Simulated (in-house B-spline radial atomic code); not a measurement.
Configurations of Cs⁵⁺, with energies counted from [Kr] 4d10 5s2 5p2. Computed with a radial B-spline atomic code at the basis-set limit: scalar-relativistic (X2C) B3LYP, spin-polarised, spherical fractional occupations, exact exchange averaged over the configuration, Fermi nucleus of rms radius 4.8041 fm. Shells without spins written out take the highest spin.

Occupations are held fixed; configurations that lie above the ionisation limit could autoionise.

```tsv
configuration	E - E(ref) (eV)	highest orbital	its <r> (bohr)
[Kr] 4d10 5s2 5p1 5f1	41.636	5f up	3.351
[Kr] 4d10 5s1 5p2 6d1	56.386	6d up	4.184
[Kr] 4d9 5s2 5p2 5d1	92.743	5d up	2.161
[Ar] 3d9 4s2 4p6 4d10 4f1 5s2 5p2	738.41	4f up	1.157
[Ar] 3d9 4s2 4p6 4d10 5s2 5p2 5d1	744.84	5d up	2.138
```

Order these further configurations by energy, lowest first.
A. [Kr] 4d10 4f1 5s1 5p2
B. [Kr] 4d9 5s2 5p2 5f1
C. [Kr] 4d10 5s1 5p2 6s1
D. [Kr] 4d10 5s2 5p1 6s1
E. [Ar] 3d10 4s2 4p5 4d10 4f1 5s2 5p2

D (28.9 eV), A (32.698 eV), C (42.506 eV), B (113.54 eV), E (176.65 eV).

How far above the reference does [Ar] 3d9 4s2 4p6 4d10 5s2 5p2 6s1 lie?

753.37 eV; its least bound orbital is 6s up with <r> = 3.029 bohr.
